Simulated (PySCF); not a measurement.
AlFH (calculated)

Computed with PySCF 2.14.0. Calculation on a computer-drawn molecule: vertical ionisation energy to the stated ion spin, frozen-core CCSD(T) at the basis limit and cheaper methods, single-reference cases, UHF for radicals, no spin-orbit; all values are single points at the evaluated structure, the first of each entry, which is the reference or a displaced copy of it and isn't optimised; the reference structure only sets the zero of the energies above reference; triples share is (T) over the correlation energy.

Common to all runs: charge 1; multiplicity 1; ion multiplicity 2; diffuse functions no; basis cc-pV(n+d)Z; reference is the Hartree-Fock double-zeta minimum; best is HF at quadruple zeta + MP2 correlation extrapolated from triple and quadruple zeta + CCSD(T) minus MP2 at triple zeta; basis step is the size of the change from the same recipe one zeta lower.

(1) 
```xyz
3
formula=AlFH ionisation_energy_best=21.47 ionisation_energy_basis_step=0.0003892 energy_above_reference_best=1.193 energy_above_reference_basis_step=0.1642 ionisation_energy_Koopmans_at_triple_zeta=21.65 ionisation_energy_EOM_CCSD_at_triple_zeta=21.5 total_energy_HF_triple_zeta=-341.7523 total_energy_CCSD(T)_triple_zeta=-342.0762 total_energy_best=-342.1355 T1_diagnostic_at_triple_zeta=0.01426 D1_diagnostic_at_triple_zeta=0.02681 ion_T1_diagnostic_at_triple_zeta=0.03085 ion_D1_diagnostic_at_triple_zeta=0.1118 ion_spin_squared_at_triple_zeta=0.7524 triples_share_at_triple_zeta=0.02588 basis_functions_triple_zeta=83
F      0.3560     2.1374    -0.6031
Al    -0.7306     2.5960     0.4327
H     -1.8373     2.9762     1.3386
```

Units: ionisation_energy_best, ionisation_energy_basis_step, ionisation_energy_Koopmans_at_triple_zeta, ionisation_energy_EOM_CCSD_at_triple_zeta in eV; energy_above_reference_best, energy_above_reference_basis_step in kcal/mol; total_energy_HF_triple_zeta, total_energy_CCSD(T)_triple_zeta, total_energy_best in hartree.

Reference structure:
```xyz
3
AlFH
F      0.3505     2.1912    -0.6441
Al    -0.7959     2.6126     0.3928
H     -1.8943     3.0164     1.3863
```

Drawn bonds:
```csv
atom,other atom,order
1,2,1
2,3,1
```

Triple zeta:
```csv
method,ionisation energy (eV),energy above reference (kcal/mol)
HF,20.58,0.3376
PBE,20.99,1.894
r2SCAN,21.08,1.25
B3LYP,21.37,1.235
wB97X,21.52,1.087
MP2,21.18,1.24
CCSD,21.43,1.138
CCSD(T),21.39,1.282
```

(2) 
```xyz
3
formula=AlFH ionisation_energy_best=20.86 ionisation_energy_basis_step=0.01013 energy_above_reference_best=1.548 energy_above_reference_basis_step=0.1418 ionisation_energy_Koopmans_at_triple_zeta=20.95 ionisation_energy_EOM_CCSD_at_triple_zeta=20.89 total_energy_HF_triple_zeta=-341.7495 total_energy_CCSD(T)_triple_zeta=-342.0756 total_energy_best=-342.1349 T1_diagnostic_at_triple_zeta=0.01515 D1_diagnostic_at_triple_zeta=0.02896 ion_T1_diagnostic_at_triple_zeta=0.02805 ion_D1_diagnostic_at_triple_zeta=0.09426 ion_spin_squared_at_triple_zeta=0.7521 triples_share_at_triple_zeta=0.02665 basis_functions_triple_zeta=83
F      0.4134     2.2248    -0.6891
Al    -0.6910     2.5757     0.4168
H     -2.0290     2.9608     1.2403
```

Units: ionisation_energy_best, ionisation_energy_basis_step, ionisation_energy_Koopmans_at_triple_zeta, ionisation_energy_EOM_CCSD_at_triple_zeta in eV; energy_above_reference_best, energy_above_reference_basis_step in kcal/mol; total_energy_HF_triple_zeta, total_energy_CCSD(T)_triple_zeta, total_energy_best in hartree.

Reference structure:
```xyz
3
AlFH
F      0.3505     2.1912    -0.6441
Al    -0.7959     2.6126     0.3928
H     -1.8943     3.0164     1.3863
```

Drawn bonds:
```csv
atom,other atom,order
1,2,1
2,3,1
```

Triple zeta:
```csv
method,ionisation energy (eV),energy above reference (kcal/mol)
HF,19.93,2.121
PBE,20.49,1.163
r2SCAN,20.53,1.573
B3LYP,20.84,1.656
wB97X,20.91,1.794
MP2,20.54,1.93
CCSD,20.81,1.704
CCSD(T),20.77,1.655
```

(3) 
```xyz
3
formula=AlFH ionisation_energy_best=21.31 ionisation_energy_basis_step=0.006672 energy_above_reference_best=0.7963 energy_above_reference_basis_step=0.1048 ionisation_energy_Koopmans_at_triple_zeta=21.49 ionisation_energy_EOM_CCSD_at_triple_zeta=21.34 total_energy_HF_triple_zeta=-341.7514 total_energy_CCSD(T)_triple_zeta=-342.0767 total_energy_best=-342.1361 T1_diagnostic_at_triple_zeta=0.01494 D1_diagnostic_at_triple_zeta=0.02873 ion_T1_diagnostic_at_triple_zeta=0.03179 ion_D1_diagnostic_at_triple_zeta=0.1143 ion_spin_squared_at_triple_zeta=0.7532 triples_share_at_triple_zeta=0.02647 basis_functions_triple_zeta=83
F      0.4134     2.2248    -0.6891
Al    -0.6910     2.5757     0.4168
H     -1.9438     2.9363     1.1879
```

Units: ionisation_energy_best, ionisation_energy_basis_step, ionisation_energy_Koopmans_at_triple_zeta, ionisation_energy_EOM_CCSD_at_triple_zeta in eV; energy_above_reference_best, energy_above_reference_basis_step in kcal/mol; total_energy_HF_triple_zeta, total_energy_CCSD(T)_triple_zeta, total_energy_best in hartree.

Reference structure:
```xyz
3
AlFH
F      0.3505     2.1912    -0.6441
Al    -0.7959     2.6126     0.3928
H     -1.8943     3.0164     1.3863
```

Drawn bonds:
```csv
atom,other atom,order
1,2,1
2,3,1
```

Triple zeta:
```csv
method,ionisation energy (eV),energy above reference (kcal/mol)
HF,20.43,0.9166
PBE,20.82,0.9562
r2SCAN,20.9,0.8829
B3LYP,21.19,0.8713
wB97X,21.35,0.8422
MP2,21.02,0.8933
CCSD,21.27,0.9308
CCSD(T),21.23,0.9295
```

(4) 
```xyz
3
formula=AlFH
F      0.4134     2.2248    -0.6891
Al    -0.6910     2.5757     0.4168
H     -2.0538     2.9679     1.2556
```

Reference structure:
```xyz
3
AlFH
F      0.3505     2.1912    -0.6441
Al    -0.7959     2.6126     0.3928
H     -1.8943     3.0164     1.3863
```

Drawn bonds:
```csv
atom,other atom,order
1,2,1
2,3,1
```

(5) 
```xyz
3
formula=AlFH
F      0.4134     2.2248    -0.6891
Al    -0.6910     2.5757     0.4168
H     -2.2226     3.0165     1.3594
```

Reference structure:
```xyz
3
AlFH
F      0.3505     2.1912    -0.6441
Al    -0.7959     2.6126     0.3928
H     -1.8943     3.0164     1.3863
```

Drawn bonds:
```csv
atom,other atom,order
1,2,1
2,3,1
```

To be estimated
1. What total energy CCSD(T) triple zeta does the calculation give for AlFH (entry 4)?
2. What ionisation energy best does the calculation give for AlFH (entry 5)?
3. Give the missing ionisation energy basis step for AlFH (entry 5).
4. What D1 diagnostic at triple zeta does the calculation give for AlFH (entry 5)?
5. Give the table of triple zeta values for AlFH (entry 5).

## Answers
1. -342.0743 hartree
2. 19.92 eV
3. 0.01399 eV
4. 0.02978
5. 
Triple zeta:
```csv
method,ionisation energy (eV),energy above reference (kcal/mol)
HF,18.88,14.38
PBE,19.68,10.41
r2SCAN,19.66,12.04
B3LYP,19.97,12.17
wB97X,19.9,13.08
MP2,19.53,13.4
CCSD,19.85,12.24
CCSD(T),19.83,12.05
```

Further results for AlFH (entry 4):

```
ionisation energy best                    : 20.73 eV
ionisation energy basis step              : 0.01113 eV
energy above reference best               : 2.35 kcal/mol
energy above reference basis step         : 0.1439 kcal/mol
ionisation energy Koopmans at triple zeta : 20.8 eV
ionisation energy EOM CCSD at triple zeta : 20.77 eV
total energy HF triple zeta               : -341.7479 hartree
total energy best                         : -342.1337 hartree
T1 diagnostic at triple zeta              : 0.01522
D1 diagnostic at triple zeta              : 0.02904
ion T1 diagnostic at triple zeta          : 0.02726
ion D1 diagnostic at triple zeta          : 0.08978
ion spin squared at triple zeta           : 0.7519
triples share at triple zeta              : 0.0267
basis functions triple zeta               : 83
```

Triple zeta:
```csv
method,ionisation energy (eV),energy above reference (kcal/mol)
HF,19.79,3.09
PBE,20.39,1.8
r2SCAN,20.42,2.358
B3LYP,20.73,2.461
wB97X,20.78,2.664
MP2,20.4,2.83
CCSD,20.68,2.51
CCSD(T),20.64,2.445
```

Further results for AlFH (entry 5):

```
energy above reference best               : 12.03 kcal/mol
energy above reference basis step         : 0.08319 kcal/mol
ionisation energy Koopmans at triple zeta : 19.81 eV
ionisation energy EOM CCSD at triple zeta : 19.95 eV
total energy HF triple zeta               : -341.7300 hartree
total energy CCSD(T) triple zeta          : -342.0590 hartree
total energy best                         : -342.1182 hartree
T1 diagnostic at triple zeta              : 0.01582
ion T1 diagnostic at triple zeta          : 0.02397
ion D1 diagnostic at triple zeta          : 0.0698
ion spin squared at triple zeta           : 0.751
triples share at triple zeta              : 0.02709
basis functions triple zeta               : 83
```
